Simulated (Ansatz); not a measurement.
Consider the substitution at a C–Si bond: `FC[SiH2]CF` + `OCF` → `FCOCF` + `FC[SiH3]`.

Calculated with Ansatz (gas phase, PBE0-D4/def2-TZVP geometries, no zero-point term in ΔE). CCSD(T)/CBS adds triple-zeta CCSD(T) − MP2 to the extrapolated MP2 energy (def2 sets, frozen cores). Functionals use def2-TZVPP. Each species was taken in one conformer, which may not be the lowest.

`FC[SiH2]CF`:

Z-matrix (Å, degrees):
```
C
Si 1 1.892
F 1 1.393 2 109.6
H 1 1.095 2 110.9 3 -119.3
H 1 1.095 2 112.0 3 120.1
C 2 1.892 1 109.1 3 60.6
H 2 1.487 1 108.5 3 -179.3
H 2 1.487 1 110.2 3 -58.5
F 6 1.393 2 109.6 1 60.6
H 6 1.095 2 112.0 1 -179.3
H 6 1.095 2 110.9 1 -58.7
```

`OCF`:

Cartesian coordinates in Å:
```
O -0.057 -0.043 -1.080
C -0.127 -0.151 0.284
F -0.417 1.068 0.865
H 0.734 0.448 -1.319
H 0.813 -0.489 0.735
H -0.946 -0.833 0.515
```

`FCOCF`:

Cartesian coordinates in Å:
```
F -1.193 -1.235 0.847
C -0.369 -1.079 -0.243
O -0.388 0.232 -0.677
C 0.302 1.119 0.126
F 1.658 0.957 -0.037
H 0.635 -1.393 0.060
H -0.758 -1.690 -1.057
H 0.080 0.966 1.186
H 0.034 2.122 -0.206
```

`FC[SiH3]`:

```xyz
8

F     0.863   -1.345    1.091
C    -0.243   -0.848    0.410
Si    0.176    0.808   -0.411
H    -1.063   -0.737    1.127
H    -0.549   -1.591   -0.333
H    -1.041    1.286   -1.119
H     1.281    0.627   -1.385
H     0.575    1.800    0.620
```

Problem. Is it downhill or uphill in electronic energy at CCSD(T)/CBS, and by how much? (An estimate is asked.)

Solution. Computed: Uphill: ΔE = +0.23 eV.

Problem. What do these levels give: PBE0, SCS-MP2/def2-TZVPP, CCSD/def2-TZVPP, CCSD(T)/def2-TZVPP, HF/CBS(def2), MP2/CBS(def2)? (Estimate.)

Solution. Ansatz gave: PBE0 0.22, SCS-MP2/def2-TZVPP 0.17, CCSD/def2-TZVPP 0.17, CCSD(T)/def2-TZVPP 0.17, HF/CBS(def2) 0.07, MP2/CBS(def2) 0.27 eV.

Largest T1 diagnostic among the species: 0.012.

In def2-TZVPP, CCSD(T) changes the Hartree–Fock value by +0.10 eV (the triples alone add −0.00 eV) and MP2 by +0.14 eV.
